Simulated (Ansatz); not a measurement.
Basis-set extrapolation for C₂H₉FSi₂, SMILES `C[SiH2]C[SiH2]F` (PBE0-D4/def2-TZVP geometry, frozen core, the Gaussian-basis code of Ansatz). Multiplicity 1, RHF reference.

```
                      def2-TZVPP   def2-QZVPP
                 HF  -758.471043  -758.498200
    MP2 correlation    -0.856487    -0.921957
CCSD(T) correlation    -0.946436      not run
```

Energies in hartree. Use E(X) = E(∞) + A·exp(−7.88·√X) for Hartree–Fock and E(X) = E(∞) + B·X^(−2.97) for correlation, with X = 3 and 4, and add CCSD(T) minus MP2 of the smaller set to the MP2 limit.

Task: What is the CCSD(T) energy at the basis-set limit?

Result: HF limit: -758.498200 + (-0.027157) × 0.13774 = -758.50194. MP2 limit: -0.921957 + (-0.065470) × 0.74074 = -0.97045. Higher-order term: -0.946436 − (-0.856487) = -0.08995. Total: -759.56234 hartree, 3.94 eV below CCSD(T)/def2-TZVPP.
